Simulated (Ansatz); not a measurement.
Relaxation of CH7BFNSSi (13 atoms, charge 0, multiplicity 1), to a largest force component of 0.015 eV/Å in at most 40 steps.

Level of theory: RKS LDA/6-31G in Ansatz 0.2.0.

```xyz
13
Properties=species:S:1:pos:R:3
N -1.173 -0.861 1.345
B -0.017 -0.043 0.829
C 1.409 -0.661 0.953
F 2.294 0.163 1.763
S -0.233 1.675 0.075
Si -0.461 0.934 -1.904
H -1.110 -1.783 0.824
H -0.875 -1.112 2.346
H 1.910 -0.727 0.005
H 1.382 -1.671 1.446
H -1.636 0.022 -1.942
H 0.769 0.187 -2.275
H -0.713 2.065 -2.848
```

Q: Where does it end, and by what steps?

A: It converged. The force dipped under the threshold on the way, but the program's further checks kept it going. Limits of this set-up: no polarisation functions. After 36 steps the energy has fallen by 2.430 eV; H10 moved furthest, 1.77 Å.

```tsv
step	energy less start (eV)	largest force component (eV/Å)	accepted
0	0.0000	1.700	yes
2	-0.5711	1.102	yes
4	-1.2295	1.310	yes
6	-1.6647	3.207	yes
8	-2.0857	0.760	yes
10	-2.1463	0.102	yes
12	-2.1500	0.040	yes
14	-2.1561	0.209	yes
16	-2.1814	0.265	yes
18	-2.2478	0.420	yes
20	-2.3199	0.538	yes
22	-2.4046	0.153	yes
24	-2.4197	0.136	yes
26	-2.4231	0.063	yes
28	-2.4272	0.050	yes
30	-2.4292	0.042	yes
32	-2.4299	0.022	yes
34	-2.4301	0.016	yes
36	-2.4302	0.011	yes
```

```xyz
13
Properties=species:S:1:pos:R:3
N -0.537 -1.229 0.537
B 0.520 -0.319 0.617
C 1.637 -0.485 1.709
F 2.612 0.556 1.629
S 0.743 1.150 -0.485
Si -0.919 0.930 -1.944
H -1.316 -1.136 -0.119
H -0.614 -2.026 1.172
H 2.163 -1.459 1.593
H 1.199 -0.469 2.731
H -2.162 0.372 -1.264
H -0.550 -0.002 -3.080
H -1.230 2.305 -2.480
```

Run time: 3 min on 1 thread of Arm Neoverse V1, on a shared host, peak memory 0.24 GiB.
